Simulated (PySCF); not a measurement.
propylene glycol (C3H8O2), singlet, at a GFN2-xTB geometry; DF-SVWN5/cc-pVDZ (PySCF).

PySCF was given this input:
```python
from pyscf import gto, scf, dft

mol = gto.M(
    atom='''
C     1.833243    0.136381    0.350902
C     0.426914    0.306542   -0.212078
O    -0.281244    1.349719    0.431555
C    -0.388148   -0.992232   -0.108470
O    -1.676429   -0.822088   -0.637819
H     2.366671    1.082755    0.307578
H     1.788491   -0.193451    1.388202
H     2.381337   -0.603164   -0.225210
H     0.472132    0.613559   -1.262298
H    -0.255949    1.193853    1.383705
H     0.090005   -1.794660   -0.673389
H    -0.449458   -1.295487    0.950909
H    -1.963906    0.071405   -0.401505
''',
    basis='cc-pvdz',
    charge=0,
    spin=0,
    verbose=4,
)

mf = dft.RKS(mol)
mf.xc = 'lda,vwn'
mf.conv_tol_grad = 1e-3
mf = mf.density_fit(auxbasis='def2-universal-jkfit')
mf.kernel()
```

Output, abridged:

```
PySCF version 2.14.0

[INPUT] verbose = 4
[INPUT] num. atoms = 13
[INPUT] num. electrons = 42
[INPUT] charge = 0
[INPUT] spin (= nelec alpha-beta = 2S) = 0
[INPUT] symmetry False subgroup None
[INPUT] Mole.unit = angstrom
[INPUT] Symbol           X                Y                Z      unit          X                Y                Z       unit  Magmom
[INPUT]  1 C      1.833243000000   0.136381000000   0.350902000000 AA    3.464327189776   0.257722738594   0.663108676562 Bohr   0.0
[INPUT]  2 C      0.426914000000   0.306542000000  -0.212078000000 AA    0.806750538743   0.579280425676  -0.400769337046 Bohr   0.0
[INPUT]  3 O     -0.281244000000   1.349719000000   0.431555000000 AA   -0.531474134177   2.550599255122   0.815520757687 Bohr   0.0
[INPUT]  4 C     -0.388148000000  -0.992232000000  -0.108470000000 AA   -0.733493415798  -1.875046732029  -0.204978592732 Bohr   0.0
[INPUT]  5 O     -1.676429000000  -0.822088000000  -0.637819000000 AA   -3.167991677278  -1.553521170291  -1.205303227044 Bohr   0.0
[INPUT]  6 H      2.366671000000   1.082755000000   0.307578000000 AA    4.472360016951   2.046110410003   0.581238181941 Bohr   0.0
[INPUT]  7 H      1.788491000000  -0.193451000000   1.388202000000 AA    3.379758166249  -0.365569408523   2.623321585573 Bohr   0.0
[INPUT]  8 H      2.381337000000  -0.603164000000  -0.225210000000 AA    4.500074740293  -1.139814768197  -0.425585220513 Bohr   0.0
[INPUT]  9 H      0.472132000000   0.613559000000  -1.262298000000 AA    0.892200174643   1.159458471262  -2.385397507586 Bohr   0.0
[INPUT] 10 H     -0.255949000000   1.193853000000   1.383705000000 AA   -0.483673511856   2.256055202990   2.614823487191 Bohr   0.0
[INPUT] 11 H      0.090005000000  -1.794660000000  -0.673389000000 AA    0.170084799841  -3.391415886712  -1.272520785295 Bohr   0.0
[INPUT] 12 H     -0.449458000000  -1.295487000000   0.950909000000 AA   -0.849352524495  -2.448115627934   1.796957579384 Bohr   0.0
[INPUT] 13 H     -1.963906000000   0.071405000000  -0.401505000000 AA   -3.711244474390   0.134935893925  -0.758734487643 Bohr   0.0

nuclear repulsion = 195.328222242488
number of shells = 49
number of NR pGTOs = 186
number of NR cGTOs = 110
basis = cc-pvdz
ecp = {}

******** <class 'pyscf.df.df_jk.DFRKS'> ********
method = DFRKS
initial guess = minao
damping factor = 0
level_shift factor = 0
DIIS = <class 'pyscf.scf.diis.CDIIS'>
diis_start_cycle = 1
diis_space = 8
diis_damp = 0
SCF conv_tol = 1e-09
SCF conv_tol_grad = 0.001
SCF max_cycles = 50
direct_scf = False
XC library pyscf.dft.libxc version 7.1.2
    S. Lehtola, C. Steigemann, M. J. T. Oliveira, and M. A. L. Marques,  SoftwareX 7, 1–5 (2018)
XC functionals = lda,vwn
    P. A. M. Dirac,  Math. Proc. Cambridge Philos. Soc. 26, 376 (1930)
    F. Bloch,  Z. Phys. 57, 545 (1929)
    S. H. Vosko, L. Wilk, and M. Nusair,  Can. J. Phys. 58, 1200 (1980)
radial grids:
    Treutler-Ahlrichs [JCP 102, 346 (1995); DOI:10.1063/1.469408] (M4) radial grids

becke partition: Becke, JCP 88, 2547 (1988); DOI:10.1063/1.454033
pruning grids: <function nwchem_prune>
grids dens level: 3
symmetrized grids: False
atomic radii adjust function: <function treutler_atomic_radii_adjust>
small_rho_cutoff = 0
Initial guess from minao.
tot grids = 148984
init E= -267.705656137003
  HOMO = -0.335820572918376  LUMO = -0.0206008757049885  gap/eV = 8.57756
cycle= 1 E= -267.186550900073  delta_E= 0.519  |g|= 0.973  |ddm|= 3.26
  HOMO = -0.0437751835840428  LUMO = 0.0505178313119221  gap/eV = 2.56584
cycle= 2 E= -266.743638344913  delta_E= 0.443  |g|= 1.79  |ddm|= 2.93
  HOMO = -0.208677516888087  LUMO = 0.0158159036321885  gap/eV = 6.10878
cycle= 3 E= -267.367888886887  delta_E= -0.624  |g|= 0.189  |ddm|=  2.2
  HOMO = -0.210433846994855  LUMO = 0.0132509279165864  gap/eV = 6.08677
cycle= 4 E= -267.375160179007  delta_E= -0.00727  |g|= 0.0711  |ddm|= 0.213
  HOMO = -0.205654162309227  LUMO = 0.015051639928628  gap/eV = 6.00571
cycle= 5 E= -267.376368069569  delta_E= -0.00121  |g|= 0.0121  |ddm|= 0.0656
  HOMO = -0.206776195674525  LUMO = 0.0147646831262662  gap/eV = 6.02843
cycle= 6 E= -267.376392554403  delta_E= -2.45e-05  |g|= 0.00613  |ddm|= 0.013
  HOMO = -0.206464102117554  LUMO = 0.0146258987630823  gap/eV = 6.01617
cycle= 7 E= -267.37639919633  delta_E= -6.64e-06  |g|= 0.00112  |ddm|= 0.00499
  HOMO = -0.206540119112438  LUMO = 0.0146662736302017  gap/eV = 6.01933
cycle= 8 E= -267.376399436433  delta_E= -2.4e-07  |g|= 0.000348  |ddm|= 0.00138
  HOMO = -0.20654488076738  LUMO = 0.0146477780623222  gap/eV = 6.01896
cycle= 9 E= -267.37639946288  delta_E= -2.64e-08  |g|= 0.000127  |ddm|= 0.000426
  HOMO = -0.206552893191425  LUMO = 0.0146455006986241  gap/eV = 6.01911
cycle= 10 E= -267.376399466661  delta_E= -3.78e-09  |g|= 1.42e-05  |ddm|= 0.000122
  HOMO = -0.206553708128061  LUMO = 0.0146458728886496  gap/eV = 6.01915
cycle= 11 E= -267.376399466705  delta_E= -4.38e-11  |g|= 7.05e-06  |ddm|= 2.18e-05
  HOMO = -0.206552901647502  LUMO = 0.0146456040388441  gap/eV = 6.01912
Extra cycle  E= -267.376399466701  delta_E= 4.26e-12  |g|= 8.24e-06  |ddm|= 1.6e-05
converged SCF energy = -267.376399466701
```
